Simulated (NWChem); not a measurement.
System: CH₄AlClOS; SMILES C[S][Al]([OH])[Cl]

The following NWChem deck was run.

```
start job
memory heap 200 mb stack 900 mb global 1100 mb
geometry units angstroms noautosym nocenter noautoz
  Al     0.365547     0.327949    -0.000236
  Cl    -0.346204     2.300829     0.001640
  O      2.024241    -0.024398    -0.002368
  H      2.746267     0.605556     0.000635
  S     -1.016693    -1.327959    -0.000527
  C      0.150441    -2.743943    -0.000924
  H      1.197172    -2.413562    -0.004635
  H     -0.042643    -3.352532    -0.894289
  H     -0.037342    -3.349137     0.895851
end
basis spherical
  Al library def2-svp
  Cl library def2-svp
  O library def2-svp
  H library def2-svp
  S library def2-svp
  C library def2-svp
end
dft
  xc b3lyp
  iterations 150
  mulliken
end
task dft energy
esp
  recalculate
  probe 0.07
  range 0.3
  factor 1.0
  spacing 0.02
end
task esp
```

Excerpt of the output:

```
             Northwest Computational Chemistry Package (NWChem) 7.3.0
             --------------------------------------------------------

                             Geometry "geometry" -> ""
                             -------------------------

 Output coordinates in angstroms (scale by  1.889725989 to convert to a.u.)

  No.       Tag          Charge          X              Y              Z
 ---- ---------------- ---------- -------------- -------------- --------------
    1 Al                  13.0000     0.36554700     0.32794900    -0.00023600
    2 Cl                  17.0000    -0.34620400     2.30082900     0.00164000
    3 O                    8.0000     2.02424100    -0.02439800    -0.00236800
    4 H                    1.0000     2.74626700     0.60555600     0.00063500
    5 S                   16.0000    -1.01669300    -1.32795900    -0.00052700
    6 C                    6.0000     0.15044100    -2.74394300    -0.00092400
    7 H                    1.0000     1.19717200    -2.41356200    -0.00463500
    8 H                    1.0000    -0.04264300    -3.35253200    -0.89428900
    9 H                    1.0000    -0.03734200    -3.34913700     0.89585100

 Effective nuclear repulsion energy (a.u.)     327.5328045605

                                 NWChem DFT Module
                                 -----------------

 Summary of "ao basis" -> "ao basis" (spherical)
 ------------------------------------------------------------------------------
       Tag                 Description            Shells   Functions and Types
 ---------------- ------------------------------  ------  ---------------------
 Al                         def2-svp                 8       18   4s3p1d
 Cl                         def2-svp                 8       18   4s3p1d
 O                          def2-svp                 6       14   3s2p1d
 H                          def2-svp                 3        5   2s1p
 S                          def2-svp                 8       18   4s3p1d
 C                          def2-svp                 6       14   3s2p1d

            General Information
            -------------------
          SCF calculation type: DFT
          Wavefunction type:  closed shell.
          No. of atoms     :     9
          No. of electrons :    64
           Alpha electrons :    32
            Beta electrons :    32
          Charge           :     0
          Spin multiplicity:     1
          Use of symmetry is: off; symmetry adaption is: off
          Maximum number of iterations: 150
          AO basis - number of functions:   102
                     number of shells:    48
          Convergence on energy requested:  1.00D-06
          Convergence on density requested:  1.00D-05
          Convergence on gradient requested:  5.00D-04

              XC Information
              --------------
                         B3LYP Method XC Potential
                     Hartree-Fock (Exact) Exchange  0.200
                        Slater Exchange Functional  0.800 local
                    Becke 1988 Exchange Functional  0.720 non-local
              Lee-Yang-Parr Correlation Functional  0.810
                  VWN I RPA Correlation Functional  0.190 local

             Grid Information
             ----------------
          Grid used for XC integration:  medium
          Radial quadrature: Mura-Knowles
          Angular quadrature: Lebedev.
          Tag              B.-S. Rad. Rad. Pts. Rad. Cut. Ang. Pts.
          ---              ---------- --------- --------- ---------
          Al                  1.25       88          10.0       590
          Cl                  1.00       88          13.0       590
          O                   0.60       49          11.0       434
          H                   0.35       45          12.0       434
          S                   1.00       88          11.0       590
          C                   0.70       49          12.0       434
          Grid pruning is: on
          Number of quadrature shells:   542
          Spatial weights used:  Erf1

      Superposition of Atomic Density Guess
      -------------------------------------

 Sum of atomic energies:       -1212.77533529

      Non-variational initial energy
      ------------------------------

 Total energy =   -1214.285561
 1-e energy   =   -2328.678082
 2-e energy   =     786.859716
 HOMO         =      -0.302057
 LUMO         =      -0.016037

     ---------------------------------------------
      Total Density - Mulliken Population Analysis
     ---------------------------------------------

    Atom       Charge   Shell Charges
 -----------   ------   -------------------------------------------------------
    1 Al  13    11.70   2.00  1.99  0.69  0.06  5.93  0.53  0.28  0.21
    2 Cl  17    17.47   2.00  1.99  1.23  0.72  5.94  2.18  3.40  0.01
    3 O    8     8.89   1.99  1.10  0.64  3.15  2.00  0.00
    4 H    1     0.65   0.52  0.07  0.06
    5 S   16    16.45   2.00  1.99  1.20  0.65  5.94  1.80  2.82  0.04
    6 C    6     6.20   1.99  0.94  0.25  1.91  1.08  0.02
    7 H    1     0.89   0.67  0.19  0.03
    8 H    1     0.88   0.67  0.19  0.02
    9 H    1     0.88   0.67  0.19  0.02

   convergence    iter        energy       DeltaE   RMS-Dens  Diis-err
 ---------------- ----- ----------------- --------- --------- ---------
 d= 0,ls=0.0,diis     1  -1216.2533373046 -1.54D+03  1.27D-02  8.06D-01
 d= 0,ls=0.0,diis     2  -1216.1835650119  6.98D-02  7.56D-03  1.54D+00
 d= 0,ls=0.0,diis     3  -1216.3364440943 -1.53D-01  1.83D-03  5.72D-02
 d= 0,ls=0.0,diis     4  -1216.3409224442 -4.48D-03  8.50D-04  9.08D-03
 d= 0,ls=0.0,diis     5  -1216.3422240174 -1.30D-03  1.17D-04  1.76D-04
  Resetting Diis
 d= 0,ls=0.0,diis     6  -1216.3422436667 -1.96D-05  4.42D-05  1.91D-05
 d= 0,ls=0.0,diis     7  -1216.3422462834 -2.62D-06  2.16D-05  1.69D-06
 d= 0,ls=0.0,diis     8  -1216.3422460989  1.85D-07  1.26D-05  2.96D-06
 d= 0,ls=0.0,diis     9  -1216.3422465142 -4.15D-07  1.04D-06  1.60D-08

         Total DFT energy =    -1216.342246514241
      One electron energy =    -2333.103698011604
           Coulomb energy =      877.510944132243
    Exchange-Corr. energy =      -88.282297195430
 Nuclear repulsion energy =      327.532804560550

 Numeric. integr. density =       64.000002460032

                       DFT Final Molecular Orbital Analysis
                       ------------------------------------

 Vector   30  Occ=2.000000D+00  E=-3.205498D-01
              MO Center= -3.4D-02,  1.5D+00,  1.3D-03, r^2= 3.7D+00
   Bfn.  Coefficient  Atom+Function         Bfn.  Coefficient  Atom+Function
  ----- ------------  ---------------      ----- ------------  ---------------
    29      0.545518  2 Cl px                26      0.408757  2 Cl px
    23      0.237852  2 Cl px                41     -0.221083  3 O  py
    44     -0.160270  3 O  py                59      0.128232  5 S  s
    66     -0.128656  5 S  px                63     -0.109618  5 S  px
    40      0.105595  3 O  px                30      0.099467  2 Cl py

 Vector   31  Occ=2.000000D+00  E=-2.975654D-01
              MO Center= -6.9D-01, -1.1D+00, -8.2D-04, r^2= 3.3D+00
   Bfn.  Coefficient  Atom+Function         Bfn.  Coefficient  Atom+Function
  ----- ------------  ---------------      ----- ------------  ---------------
    66      0.434734  5 S  px                63      0.341238  5 S  px
     3      0.199867  1 Al s                 60      0.195371  5 S  px
    67      0.183434  5 S  py                59     -0.170532  5 S  s
    88     -0.170715  7 H  s                 77     -0.167682  6 C  px
    58     -0.165654  5 S  s                 64      0.150207  5 S  py

 Vector   32  Occ=2.000000D+00  E=-2.507817D-01
              MO Center= -7.9D-01, -1.3D+00, -2.9D-04, r^2= 2.3D+00
   Bfn.  Coefficient  Atom+Function         Bfn.  Coefficient  Atom+Function
  ----- ------------  ---------------      ----- ------------  ---------------
    68      0.611813  5 S  pz                65      0.421138  5 S  pz
    62      0.241023  5 S  pz                93      0.126029  8 H  s
    98     -0.126544  9 H  s                 79     -0.119653  6 C  pz
    31     -0.097532  2 Cl pz                13      0.097007  1 Al pz
    42     -0.092489  3 O  pz                10      0.081870  1 Al pz

 Vector   33  Occ=0.000000D+00  E=-2.422149D-02
              MO Center=  5.5D-01,  3.4D-01,  4.0D-03, r^2= 5.0D+00
   Bfn.  Coefficient  Atom+Function         Bfn.  Coefficient  Atom+Function
  ----- ------------  ---------------      ----- ------------  ---------------
     4      1.186838  1 Al s                 39     -0.426796  3 O  s
    22     -0.299420  2 Cl s                 59     -0.290404  5 S  s
    67     -0.291510  5 S  py                30      0.282063  2 Cl py
    76     -0.231622  6 C  s                  2      0.221697  1 Al s
    66     -0.204846  5 S  px                 3      0.192355  1 Al s

 Vector   34  Occ=0.000000D+00  E=-3.768077D-03
              MO Center=  2.7D-01,  2.9D-01, -4.1D-03, r^2= 4.2D+00
   Bfn.  Coefficient  Atom+Function         Bfn.  Coefficient  Atom+Function
  ----- ------------  ---------------      ----- ------------  ---------------
    13      0.805815  1 Al pz                10      0.369334  1 Al pz
    68     -0.335927  5 S  pz                31     -0.274647  2 Cl pz
    45     -0.216145  3 O  pz                42     -0.207338  3 O  pz
     7     -0.184544  1 Al pz                65     -0.165603  5 S  pz
    28     -0.147074  2 Cl pz                62     -0.092612  5 S  pz

 Vector   35  Occ=0.000000D+00  E= 1.799218D-02
              MO Center= -2.6D-01, -1.2D+00,  1.5D-05, r^2= 5.5D+00
   Bfn.  Coefficient  Atom+Function         Bfn.  Coefficient  Atom+Function
  ----- ------------  ---------------      ----- ------------  ---------------
    76      1.372729  6 C  s                 59     -0.729880  5 S  s
    11     -0.556471  1 Al px                94     -0.497150  8 H  s
    99     -0.496458  9 H  s                 67      0.473250  5 S  py
    66     -0.391093  5 S  px                80     -0.336571  6 C  px
    39      0.312576  3 O  s                  4      0.286702  1 Al s

     ---------------------------------------------
      Total Density - Mulliken Population Analysis
     ---------------------------------------------

    Atom       Charge   Shell Charges
 -----------   ------   -------------------------------------------------------
    1 Al  13    12.28   2.00  1.98  0.78 -0.03  5.92  0.84  0.45  0.33
    2 Cl  17    17.28   2.00  1.98  1.27  0.68  5.93  2.16  3.24  0.01
    3 O    8     8.45   1.99  1.06  0.65  2.90  1.85  0.01
    4 H    1     0.81   0.68  0.06  0.07
    5 S   16    16.28   2.00  1.98  1.25  0.63  5.93  1.84  2.60  0.06
    6 C    6     6.10   1.99  0.91  0.18  2.09  0.91  0.03
    7 H    1     0.93   0.73  0.17  0.02
    8 H    1     0.94   0.74  0.18  0.02
    9 H    1     0.94   0.74  0.18  0.02

     -------------------------------------------
      Total Density - Lowdin Population Analysis
     -------------------------------------------

    Atom       Charge   Shell Charges
 -----------   ------   -------------------------------------------------------
    1 Al  13    12.82   2.00  1.93  0.56  0.22  5.81  0.98  0.76  0.56
    2 Cl  17    17.05   2.00  1.96  1.04  0.78  5.82  2.27  3.18  0.01
    3 O    8     8.23   1.97  0.86  0.59  2.73  2.06  0.01
    4 H    1     0.91   0.55  0.17  0.19
    5 S   16    15.93   2.00  1.95  0.97  0.65  5.81  1.92  2.56  0.06
    6 C    6     6.14   1.96  0.60  0.33  1.86  1.32  0.07
    7 H    1     0.97   0.63  0.26  0.07
    8 H    1     0.97   0.64  0.26  0.07
    9 H    1     0.97   0.64  0.26  0.07

     Multipole analysis of the density
     ---------------------------------

     L   x y z        total         alpha         beta         nuclear
     -   - - -        -----         -----         ----         -------
     0   0 0 0     -0.000000    -32.000000    -32.000000     64.000000

     1   1 0 0      0.848197     -2.939220     -2.939220      6.726637
     1   0 1 0     -0.275541      2.733131      2.733131     -5.741802
     1   0 0 1      0.002005      0.010967      0.010967     -0.019929

     2   2 0 0    -36.622338   -129.385466   -129.385466    222.148594
     2   1 1 0      1.621062     -9.525391     -9.525391     20.671845
     2   1 0 1      0.014983      0.079815      0.079815     -0.144646
     2   0 2 0    -36.668103   -363.721800   -363.721800    690.775498
     2   0 1 1     -0.000890     -0.177908     -0.177908      0.354925
     2   0 0 2    -36.039264    -20.880813    -20.880813      5.722361

                     NWChem Electrostatic Potential Fit Module
                     -----------------------------------------

 Atom parameters

 Number of atoms is                                    9
 Number of basis functions is                        102

 Grid parameters

 Maximum number of grid points is                  39796
 Number of grid points is                          39795
 Grid range                                     0.300000 nm
 Grid spacing                                   0.020000 nm
 Probe radius                                   0.070000 nm
 Atom radius factor                             1.000000

 Atomic radii

    1    0.100000
    6    0.147000
    8    0.136000
   13    0.195000
   16    0.174000
   17    0.169000
 FASTESP  F
  using M.O. file = ./job.movecs

    Atom              Coordinates                           Charge

                                                  ESP

    1 Al    0.036555    0.032795   -0.000024    0.780077
    2 Cl   -0.034620    0.230083    0.000164   -0.287785
    3 O     0.202424   -0.002440   -0.000237   -0.660623
    4 H     0.274627    0.060556    0.000064    0.365773
    5 S    -0.101669   -0.132796   -0.000053   -0.389563
    6 C     0.015044   -0.274394   -0.000092    0.193075
    7 H     0.119717   -0.241356   -0.000464   -0.016964
    8 H    -0.004264   -0.335253   -0.089429    0.008182
    9 H    -0.003734   -0.334914    0.089585    0.007827
                                            ------------
                                               -0.000000

 Dipole moment                                  0.936711

 Quadrupole moment Qxx                         -5.793088
                   Qyy                          0.359485
                   Qzz                          5.433603

 RMS deviation kJ/mol                           0.069458

 RRMS %                                        34.031662
```

Level: B3LYP/def2-SVP. Coordinates come from a PBE0/def2-SVP optimisation. B3LYP is NWChem's, with the RPA form of VWN correlation.
